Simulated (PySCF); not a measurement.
The same groups moved round the core (benzothiophene cyano+boryl). Isolated molecules, 0 K electronic values unless said otherwise. One relaxed conformer stands for each flexible species; it need not be the lowest. Strings in code marks are SMILES.

The four lowest singlet excitations (Tamm–Dancoff). Method: PySCF with r2SCAN-D4/def2-TZVP // r2SCAN-D4/def2-SVP. Excitations are Tamm–Dancoff values on a coarser integration grid. The basis has no diffuse functions, so Rydberg states are missing or too high.

| state | energy (eV) | wavelength (nm) | oscillator strength |
|---|---|---|---|
| S1 | 3.38 | 366 | 0.060 |
| S2 | 3.74 | 331 | 0.124 |
| S3 | 4.82 | 257 | 0.032 |
| S4 | 4.88 | 254 | 0.000 |

Task: Which member gives these states?
(A) `Bc1cc(C#N)c2sccc2c1`
(B) `Bc1cc2cccc(C#N)c2s1`
(C) `Bc1c(C#N)sc2ccccc12`
(D) `Bc1cc2ccsc2cc1C#N`

Result: C, `Bc1c(C#N)sc2ccccc12`
